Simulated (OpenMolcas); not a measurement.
An atom or ion with 30 electrons was computed by MS-RASPT2, IPEA 0.25 Eh, imaginary shift 0.1 Eh with spin-orbit coupling (OpenMolcas, ANO-RCC-VQZP, DKH2). The lowest levels that the run gave, each within 12 % of the measured value where one is at hand:

```json
{"J": "0", "Parity": "even", "E (cm-1)": "0.0", "g": ""}
{"J": "0", "Parity": "odd", "E (cm-1)": "73530", "g": ""}
{"J": "1", "Parity": "odd", "E (cm-1)": "74530", "g": "1.500"}
{"J": "2", "Parity": "odd", "E (cm-1)": "76680", "g": "1.501"}
{"J": "1", "Parity": "odd", "E (cm-1)": "112220", "g": "1.001"}
{"J": "2", "Parity": "even", "E (cm-1)": "176350", "g": "1.027"}
{"J": "0", "Parity": "even", "E (cm-1)": "178260", "g": ""}
{"J": "1", "Parity": "even", "E (cm-1)": "179520", "g": "1.501"}
{"J": "2", "Parity": "even", "E (cm-1)": "181840", "g": "1.474"}
```

Question: Which ion is it, and what are the configurations and terms?

Answer: As³⁺ (Z = 33, charge +3; active space 2 electrons in 9 orbitals (RAS2 4s 4p; RAS3 4d, at most 2 electrons)). J, parity and g give the terms where levels are pure, and mixed ones are named by the computed weights; the size of the splittings, set against known spectra of the 30-electron sequence, gives the charge. In order, with the measured energies in cm-1 (Moore, Atomic Energy Levels, vol. II, NSRDS-NBS 35 (1971 reprint of NBS Circular 467, 1952)): 4s2 1S0, 4s 4p 3P* 0, 4s 4p 3P* 1 (76962), 4s 4p 3P* 2 (79492), 4s 4p 1P* 1 (112022), 4p2 1D2, 4p2 3P0, 4p2 3P1 (181468), 4p2 3P2 (184394).

CASPT2 breaks the degeneracy within a term, and the mean is taken; among the terms shown or strongly mixed into the levels shown the widest spread is 23 cm-1 (4p2 1D). Active for correlation alone: 4d; no level in the range computed is led by a configuration that fills it, so any true level of that kind is missing. Some terms mix strongly with configurations of 4d, whose occupation reaches 0.25 (4p2 1D). Computed and measured levels are paired by configuration, term and J; levels that our copy of the source lacks, or whose pairing is in doubt (as where it misses far off the trend of its configuration), stay unpaired and out of the deviations. Levels of configurations outside the active space are missing.

* marks odd parity.
